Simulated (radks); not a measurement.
The numbers below are computed, except where a source is named.
The nuclear charge of the mercury ion Hg2+ is varied continuously with 78 electrons held in [Xe] 4f14 5d10. Level of theory: Dirac Kohn-Sham, PBEsol, spin-unpolarised, spherical densities, finite nucleus; Fermi nuclear charge, rms radius 5.4648 fm (a radial shooting solver on a logarithmic mesh with Libxc functionals). By the Hellmann-Feynman theorem dE/dZ = E(electron-nucleus)/Z, the electronic potential at the nucleus (averaged over a nucleus of fixed radius).

Z     E (hartree)  E(electron-nucleus)/Z (hartree)   HOMO  e(HOMO) (eV)  <r> HOMO (bohr)
79    -19038.1352                         -606.594  5d5/2       -14.759            1.604
79.2  -19159.6996                         -609.050  5d5/2       -17.233            1.572
79.4  -19281.7555                         -611.510  5d5/2       -19.803            1.543
79.6  -19404.3038                         -613.973  5d5/2       -22.465            1.515
79.8  -19527.3450                         -616.440  5d5/2       -25.215            1.489
80    -19650.8801                         -618.911  5d5/2       -28.050            1.464
80.2  -19774.9097                         -621.386  5d5/2       -30.966            1.441
80.4  -19899.4347                         -623.865  5d5/2       -33.962            1.419
80.6  -20024.4561                         -626.349  5d5/2       -37.035            1.398
80.8  -20149.9746                         -628.837  5d5/2       -40.183            1.379
81    -20275.9912                         -631.330  5d5/2       -43.405            1.360

The central difference of E at Z = 80 is -618.912 hartree, to compare with the third column; the second derivative is -12.4 hartree.
